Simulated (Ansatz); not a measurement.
`B/C=C/CCl` + H₂ → `C=CCCl` + BH₃  (hydrogenolysis of a C–B bond)

Gas-phase electronic energies from Ansatz, PBE0-D4/def2-TZVP geometries. CBS: MP2 limit from def2 TZ/QZ plus the TZ coupled-cluster correction, frozen cores. This one scheme is used for every species. DFT in def2-TZVPP. HSE06 is defined as in plane-wave codes. One conformer a species, not always the lowest.

```tsv
level	ΔE (kJ/mol)	difference from CCSD(T)/CBS
r2SCANh-D4	20.2	6.6
BHLYP-D4	9.2	-4.4
CAM-B3LYP-D4	12.0	-1.6
BLYP	13.8	0.2
HSE06	15.9	2.3
BHLYP	4.5	-9.1
CCSD(T)/def2-TZVPP	12.0	-1.6
HF/def2-QZVPP	-9.8	-23.4
SCS-MP2/def2-QZVPP	11.5	-2.1
CCSD/CBS(def2)	8.1	-5.5
CCSD(T)/CBS	13.6	0
```

Problem. What do rigid-rotor, harmonic-oscillator terms from PBE0-D4/def2-TZVP frequencies (298.15 K, 1 bar) make of the CCSD(T)/CBS value? (An estimate is asked.)

Solution. Ansatz gave: ΔZPE = +13.1 kJ/mol, ΔH = +24.0 kJ/mol, ΔS = 23 J/(mol·K), ΔG = +17.1 kJ/mol.

Largest T1 diagnostic among the species: 0.010.

From r2SCAN to r2SCAN0 (25 % exact exchange), in def2-TZVPP and without D4, ΔE moves by −4.9 kJ/mol. The D4 term adds +6.0 kJ/mol with B3LYP and +3.3 kJ/mol with PBE0; it sums over pairs of atoms, weighted by their polarisabilities, and B3LYP, whose exchange is more repulsive, gets the larger term. In def2-TZVPP, CCSD(T) changes the Hartree–Fock value by +21.8 kJ/mol (the triples alone add +5.5 kJ/mol) and MP2 by +27.6 kJ/mol.

CCSD(T)/CBS has its own doubt, a few kJ/mol and more with outer-core shells, so smaller differences from it don't rank the levels.

B3LYP here is the variant with VWN-RPA as its local correlation; programs differ in this.
